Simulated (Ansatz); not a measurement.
Ansatz (a quantum-chemistry and plane-wave program) input (PBE0/def2-TZVP):

Ansatz 0.2 input:
```yaml
crystal:
  periodic: [false, false, false]
  atoms:
    - {symbol: C, position_ang: [1.53135798, 0.34930590, 0.14838215]}
    - {symbol: Si, position_ang: [-0.30050480, 0.31653129, 0.19603423]}
    - {symbol: F, position_ang: [-0.83770294, -0.99927074, -0.55858718]}
    - {symbol: H, position_ang: [2.13709456, -0.53308501, 0.32384299]}
    - {symbol: H, position_ang: [2.09452703, 1.25856768, -0.02927126]}
    - {symbol: H, position_ang: [-0.81348677, 0.23745626, 1.58321030]}
    - {symbol: H, position_ang: [-0.85988894, 1.50322428, -0.48526958]}
basis:
  gaussian:
    orbitals: def2-TZVP
hamiltonian:
  xc: {name: PBE0}
magnetization: {spin_polarized: true, initial_magnetization: 1}
```

Output:

```
Functional definition: PBE0
integrals: 0.04 GiB planned
780 factors; their error is unknown
0.21 GiB of the device are held for the grids
0.49 GiB of device memory are held for the factors and their scratch space
mean field: 0.42 GiB planned
mean field evaluation 1: about -11687.3507 eV, gradient 3.2e1 eV
mean field evaluation 2: about -11685.6703 eV, gradient 3.9e1 eV
mean field evaluation 4: about -11691.2524 eV, gradient 2.1e0 eV
mean field evaluation 8: about -11691.2710 eV, gradient 7.6e-2 eV
mean field evaluation 16: about -11691.3117 eV, gradient 5.5e-5 eV
mean field -11691.31167123 eV, -429.6477792619 hartree, gradient 5.5e-5 eV, S^2 0.754366; 0 other end points of the search recorded, 0 dependent functions left out
reference -11691.31169769 eV, -429.6477802346 hartree; 17, 16 occupied and 106, 107 virtual orbitals, 780 factors
Total energy: -11691.31169769 eV, -429.6477802346 hartree
```

It need not be the lowest isomer of its formula.
